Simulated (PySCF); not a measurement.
**Question.** Give a PBE0-D3(BJ)/def2-SVP geometry of `C#C[Si@@H](O)O[SiH3]`.

**Answer.** 
```
atom  x, y, z in Å
C1     2.0458    1.2335   -1.4710
C2     1.3464    0.3179   -1.0785
Si3    0.3004   -1.0708   -0.4836
O4     1.2455   -2.2422    0.1872
O5    -0.7519   -0.4599    0.6238
Si6   -1.8392    0.6867    1.1206
H7     2.6601    2.0433   -1.8238
H8    -0.4300   -1.7110   -1.5978
H9     1.9283   -1.9582    0.8020
H10   -1.2557    2.0533    0.9737
H11   -3.0875    0.5964    0.3060
H12   -2.1636    0.4351    2.5530
```

Orientation and origin are arbitrary. Atoms count from 1 in this order. O5 (siloxane oxygen) is bent (angle 151.5°). O4 (silanol oxygen) is bent (angle 117.2°). Si6 (oxygen-bound silicon) is tetrahedral (angles from 108.3° to 110.3°). Si3 (oxygen-bound silicon) is tetrahedral (angles from 106.4° to 111.4°).

Bonds between heavy atoms (Å): C1≡C2 1.217, C2–Si3 1.838, Si3–O4 1.648, Si3–O5 1.645, O5–Si6 1.656.

Method used: PBE0-D3(BJ)/def2-SVP geometry optimisation, gas phase in PySCF 2.14.0.

Point group: C1 (no symmetry element, even within 0.4 Å). Not checked by PBE0-D3(BJ)/def2-SVP frequencies. One conformer, not necessarily the lowest (C2–Si3–O4–H 46°, C2–Si3–O5–Si6 46°).

Hardware: one thread of an Arm Neoverse V2, no GPU, shared host with 96 logical CPUs at a one-minute load of 68. Cost: 68 s of wall time, 0.51 GiB resident at most. This is the geometry optimisation.
